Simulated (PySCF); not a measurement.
# Electronic structure of La (lanthanum, neutral) at the PBE0 level

Configuration: [Xe] 5d1 6s2, 2D determinant. Calculation: PySCF 2.14, in cc-pVDZ-X2C; scalar relativity by spin-free X2C-1e.

| Item | Value |
| --- | --- |
| Total energy | -8492.13 hartree |
| One-electron energy | -11576.18 hartree |
| Hartree (Coulomb) energy | 3289.56 hartree |
| Exchange-correlation energy | -205.51 hartree |
| ⟨S²⟩ | 1.3861 |
| ⟨L²⟩ | 8.503 |
| Sum of ⟨r⟩ | 44.23 bohr |
| Sum of ⟨r²⟩ | 92.01 bohr² |
| Traceless quadrupole moment −½Σ⟨3z² − r²⟩ along its main axis | -0.533 e·bohr² |
| Langevin diamagnetic susceptibility | -72.9 ×10⁻⁶ cm³/mol |

| shell | electrons | mean orbital energy (hartree) | spread (hartree) | rms radius, mean of both spins (bohr) |
| --- | --- | --- | --- | --- |
| 1s β | 1 | -1425.05867 | 0 | 0.0286 |
| 1s α | 1 | -1425.05865 | 0 | 0.0286 |
| 2s α | 1 | -227.86928 | 0 | 0.116 |
| 2s β | 1 | -227.86837 | 0 | 0.116 |
| 2p α | 3 | -204.39118 | 0.00027 | 0.104 |
| 2p β | 3 | -204.39045 | 0.00175 | 0.104 |
| 3s α | 1 | -49.17791 | 0 | 0.304 |
| 3s β | 1 | -49.17749 | 0 | 0.304 |
| 3p α | 3 | -41.61037 | 0.00300 | 0.304 |
| 3p β | 3 | -41.60993 | 0.00245 | 0.304 |
| 3d α | 5 | -30.63086 | 0.00264 | 0.282 |
| 3d β | 5 | -30.63004 | 0.00328 | 0.282 |
| 4s α | 1 | -10.10502 | 0 | 0.695 |
| 4s β | 1 | -10.10349 | 0 | 0.695 |
| 4p α | 3 | -7.61034 | 0.00482 | 0.738 |
| 4p β | 3 | -7.60893 | 0.00457 | 0.738 |
| 4d α | 5 | -3.94635 | 0.00438 | 0.827 |
| 4d β | 5 | -3.94474 | 0.00743 | 0.827 |
| 5s α | 1 | -1.50912 | 0 | 1.66 |
| 5s β | 1 | -1.49920 | 0 | 1.66 |
| 5p α | 3 | -0.86766 | 0.00995 | 1.93 |
| 5p β | 3 | -0.85305 | 0.02079 | 1.93 |
| 5d α | 1 | -0.15050 | 0 | 3.27 |
| 6s α | 1 | -0.15041 | 0 | 4.52 |
| 6s β | 1 | -0.14706 | 0 | 4.52 |

⟨L²⟩ = 8.50 against 6 for a pure D term, so this real determinant mixes terms. Spin-orbit coupling, absent here, splits the open shell strongly. ⟨S²⟩ = 1.39 against 0.75 shows spin contamination. The s, p, d and f populations moved away from the nominal configuration during the SCF.

Densities and radii are taken from the X2C orbitals without a picture-change correction, which distorts them close to the nucleus.
